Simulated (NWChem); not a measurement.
System: C4H4F2; SMILES FC1=CC[C@H]1F

```xyz
10

F      0.7800     1.7982    -0.0439
C     -0.0028     0.7430    -0.0108
C     -1.2990     0.5357    -0.2612
C     -1.1832    -0.9434     0.0528
C      0.2928    -0.6521     0.4421
F      1.2425    -1.3449    -0.2504
H     -2.1375     1.1767    -0.5352
H     -1.2414    -1.6143    -0.8179
H     -1.8233    -1.3310     0.8620
H      0.5054    -0.7551     1.5206
```
Atoms are numbered in this order, from 1.

Computed with NWChem. Geometry optimised at PBE0/def2-SVP; all other runs use it. 

```tsv
quantity	level	value
isotropic polarisability (bohr³), static	B3LYP/def2-SVPD	46.9
vertical ionisation energy, ΔSCF (eV)	B3LYP/def2-SVP	9.89
vertical, lowest state with f > 0.02, singlet (eV)	B3LYP/def2-SVPD, TDA	___
solvation free energy (kcal/mol) in water	PBE0/def2-SVP, SMD	___
dipole (D)	PBE0/def2-SVP	2.08
highest harmonic frequency (cm⁻¹)	PBE0/def2-SVP	___
```

**Question.** What belongs in the gaps?

**Answer.** 
- vertical, lowest state with f > 0.02, singlet (eV), value: 6.93
- solvation free energy (kcal/mol) in water, value: -0.1
- highest harmonic frequency (cm⁻¹), value: 3262
